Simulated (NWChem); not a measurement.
System: C$_{3}$H$_{10}$N cation; SMILES C[NH+](C)C

The following NWChem deck was run.

```
start job
memory heap 200 mb stack 900 mb global 1100 mb
charge 1
geometry units angstroms noautosym nocenter noautoz
  C     -0.888555     1.134676    -0.109349
  N      0.000000     0.000000     0.334223
  C      1.426936     0.202173    -0.109349
  C     -0.538381    -1.336849    -0.109349
  H     -0.484685     2.071075     0.278131
  H     -0.903326     1.153076    -1.200303
  H     -1.894341     0.967431     0.278676
  H      0.000000     0.000000     1.360441
  H      1.784990     1.156832     0.278676
  H      1.450256     0.205765    -1.200303
  H      2.035946    -0.615788     0.278131
  H      0.109351    -2.124263     0.278676
  H     -1.551261    -1.455287     0.278131
  H     -0.546930    -1.358841    -1.200303
end
basis spherical
  C library 6-31+g*
  N library 6-31+g*
  H library 6-31+g*
end
dft
  xc xpbe96 cpbe96
  iterations 150
end
property
  response 1 0.0
end
task dft property
```

NWChem printed, in part:

```
             Northwest Computational Chemistry Package (NWChem) 7.3.0
             --------------------------------------------------------

                             Geometry "geometry" -> ""
                             -------------------------

 Output coordinates in angstroms (scale by  1.889725989 to convert to a.u.)

  No.       Tag          Charge          X              Y              Z
 ---- ---------------- ---------- -------------- -------------- --------------
    1 C                    6.0000    -0.88855500     1.13467600    -0.10934900
    2 N                    7.0000     0.00000000     0.00000000     0.33422300
    3 C                    6.0000     1.42693600     0.20217300    -0.10934900
    4 C                    6.0000    -0.53838100    -1.33684900    -0.10934900
    5 H                    1.0000    -0.48468500     2.07107500     0.27813100
    6 H                    1.0000    -0.90332600     1.15307600    -1.20030300
    7 H                    1.0000    -1.89434100     0.96743100     0.27867600
    8 H                    1.0000     0.00000000     0.00000000     1.36044100
    9 H                    1.0000     1.78499000     1.15683200     0.27867600
   10 H                    1.0000     1.45025600     0.20576500    -1.20030300
   11 H                    1.0000     2.03594600    -0.61578800     0.27813100
   12 H                    1.0000     0.10935100    -2.12426300     0.27867600
   13 H                    1.0000    -1.55126100    -1.45528700     0.27813100
   14 H                    1.0000    -0.54693000    -1.35884100    -1.20030300

 Effective nuclear repulsion energy (a.u.)     145.7009503393

  pbe96 is a nonlocal functional; adding pw91lda local functional.
                              NWChem Property Module
                              ----------------------

                                 NWChem DFT Module
                                 -----------------

 Summary of "ao basis" -> "ao basis" (spherical)
 ------------------------------------------------------------------------------
       Tag                 Description            Shells   Functions and Types
 ---------------- ------------------------------  ------  ---------------------
 C                          6-31+g*                  8       18   4s3p1d
 N                          6-31+g*                  8       18   4s3p1d
 H                          6-31+g*                  2        2   2s

            General Information
            -------------------
          SCF calculation type: DFT
          Wavefunction type:  closed shell.
          No. of atoms     :    14
          No. of electrons :    34
           Alpha electrons :    17
            Beta electrons :    17
          Charge           :     1
          Spin multiplicity:     1
          Use of symmetry is: off; symmetry adaption is: off
          Maximum number of iterations: 150
          AO basis - number of functions:    92
                     number of shells:    52
          Convergence on energy requested:  1.00D-06
          Convergence on density requested:  1.00D-05
          Convergence on gradient requested:  5.00D-04

              XC Information
              --------------
          PerdewBurkeErnzerhof Exchange Functional  1.000
            Perdew 1991 LDA Correlation Functional  1.000 local
           PerdewBurkeErnz. Correlation Functional  1.000 non-local

             Grid Information
             ----------------
          Grid used for XC integration:  medium
          Radial quadrature: Mura-Knowles
          Angular quadrature: Lebedev.
          Tag              B.-S. Rad. Rad. Pts. Rad. Cut. Ang. Pts.
          ---              ---------- --------- --------- ---------
          C                   0.70       49          12.0       434
          N                   0.65       49          10.0       434
          H                   0.35       45          11.0       434
          Grid pruning is: on
          Number of quadrature shells:   646
          Spatial weights used:  Erf1

      Superposition of Atomic Density Guess
      -------------------------------------

 Sum of atomic energies:        -172.26844237

 Renormalizing density from      35.00 to     34

      Non-variational initial energy
      ------------------------------

 Total energy =    -171.506878
 1-e energy   =    -503.318961
 2-e energy   =     186.111133
 HOMO         =      -0.730546
 LUMO         =      -0.202847

   convergence    iter        energy       DeltaE   RMS-Dens  Diis-err
 ---------------- ----- ----------------- --------- --------- ---------
 d= 0,ls=0.0,diis     1   -174.5346921661 -3.20D+02  1.26D-02  6.69D-01
 d= 0,ls=0.0,diis     2   -174.5209580553  1.37D-02  8.41D-03  6.07D-01
 d= 0,ls=0.0,diis     3   -174.5860790735 -6.51D-02  2.19D-03  8.94D-02
 d= 0,ls=0.0,diis     4   -174.5947092586 -8.63D-03  6.41D-04  1.33D-02
 d= 0,ls=0.0,diis     5   -174.5961672509 -1.46D-03  6.02D-05  3.10D-05
  Resetting Diis
 d= 0,ls=0.0,diis     6   -174.5961707512 -3.50D-06  1.99D-05  2.54D-06
 d= 0,ls=0.0,diis     7   -174.5961710974 -3.46D-07  4.53D-06  3.88D-08

         Total DFT energy =     -174.596171097356
      One electron energy =     -514.363758853157
           Coulomb energy =      220.461314113347
    Exchange-Corr. energy =      -26.394676696837
 Nuclear repulsion energy =      145.700950339292

 Numeric. integr. density =       33.999979757542

                       DFT Final Molecular Orbital Analysis
                       ------------------------------------

 Vector   15  Occ=2.000000D+00  E=-5.471519D-01
              MO Center= -8.1D-02,  9.4D-02,  1.7D-02, r^2= 3.6D+00
   Bfn.  Coefficient  Atom+Function         Bfn.  Coefficient  Atom+Function
  ----- ------------  ---------------      ----- ------------  ---------------
    39      0.210176   3 C  px               21     -0.198529   2 N  px
    57      0.197358   4 C  px                3      0.190109   1 C  px
    58      0.160557   4 C  py               89     -0.160174  13 H  s
    81      0.157383   9 H  s                22     -0.148481   2 N  py
    40      0.144889   3 C  py                4      0.141557   1 C  py

 Vector   16  Occ=2.000000D+00  E=-5.471514D-01
              MO Center=  8.1D-02, -9.4D-02,  1.7D-02, r^2= 3.6D+00
   Bfn.  Coefficient  Atom+Function         Bfn.  Coefficient  Atom+Function
  ----- ------------  ---------------      ----- ------------  ---------------
     4      0.208293   1 C  py               58      0.201105   4 C  py
    22     -0.198526   2 N  py               40      0.188237   3 C  py
    87     -0.169580  12 H  s                85     -0.168512  11 H  s
     3     -0.156415   1 C  px                5      0.155634   1 C  pz
    39     -0.153151   3 C  px               21      0.148482   2 N  px

 Vector   17  Occ=2.000000D+00  E=-5.432053D-01
              MO Center= -6.6D-05,  1.5D-04,  7.0D-02, r^2= 4.0D+00
   Bfn.  Coefficient  Atom+Function         Bfn.  Coefficient  Atom+Function
  ----- ------------  ---------------      ----- ------------  ---------------
    40      0.282521   3 C  py               57      0.264664   4 C  px
     3     -0.224697   1 C  px                4     -0.175945   1 C  py
    73     -0.148089   5 H  s                77      0.148042   7 H  s
    81      0.148004   9 H  s                85     -0.148081  11 H  s
    87      0.148019  12 H  s                89     -0.148051  13 H  s

 Vector   18  Occ=0.000000D+00  E=-1.994066D-01
              MO Center=  3.6D-07, -3.5D-06,  1.1D+00, r^2= 5.1D+00
   Bfn.  Coefficient  Atom+Function         Bfn.  Coefficient  Atom+Function
  ----- ------------  ---------------      ----- ------------  ---------------
    28      1.417238   2 N  s                24      0.965631   2 N  s
    80     -0.583024   8 H  s                10     -0.572306   1 C  s
    46     -0.572297   3 C  s                64     -0.572338   4 C  s
    47      0.281650   3 C  px               43      0.278045   3 C  px
    66     -0.263894   4 C  py               62     -0.260529   4 C  py

 Vector   19  Occ=0.000000D+00  E=-1.477489D-01
              MO Center= -7.0D-06, -3.7D-06, -8.7D-01, r^2= 9.4D+00
   Bfn.  Coefficient  Atom+Function         Bfn.  Coefficient  Atom+Function
  ----- ------------  ---------------      ----- ------------  ---------------
    28      1.235472   2 N  s                24     -0.693057   2 N  s
    10     -0.632422   1 C  s                46     -0.632373   3 C  s
    64     -0.632377   4 C  s                 6      0.459476   1 C  s
    42      0.459484   3 C  s                60      0.459492   4 C  s
    80      0.187608   8 H  s                20     -0.163512   2 N  s

 Vector   20  Occ=0.000000D+00  E=-1.428705D-01
              MO Center= -6.2D-06, -1.2D-05, -1.6D-01, r^2= 7.0D+00
   Bfn.  Coefficient  Atom+Function         Bfn.  Coefficient  Atom+Function
  ----- ------------  ---------------      ----- ------------  ---------------
    24      0.745693   2 N  s                80      0.554513   8 H  s
    27     -0.458990   2 N  pz               43      0.305484   3 C  px
    62     -0.286203   4 C  py               47      0.267914   3 C  px
     9     -0.257623   1 C  pz               45     -0.257623   3 C  pz
    63     -0.257632   4 C  pz               66     -0.251026   4 C  py

[...]

 DFT Linear Response polarizability / au
 Frequency  =       0.0000000 / au
              X              Y              Z
 -----------------------------------------------
 X      41.8100136     -0.0000786      0.0000421
 Y      -0.0000786     41.8101657     -0.0000011
 Z       0.0000421     -0.0000011     35.8383228
 -----------------------------------------------
 Eigenvalues =      41.8099802     41.8101990     35.8383228
 Isotropic   =      39.8195007
 Anisotropic =       5.9717668
 -----------------------------------------------

 Magnetic Dipole Response Matrix (nonzero elements):

 Exiting AOResponse driver routine
```

Level: PBE/6-31+G* (spherical d). Structure relaxed at the B3LYP/6-31G* (spherical d) level.
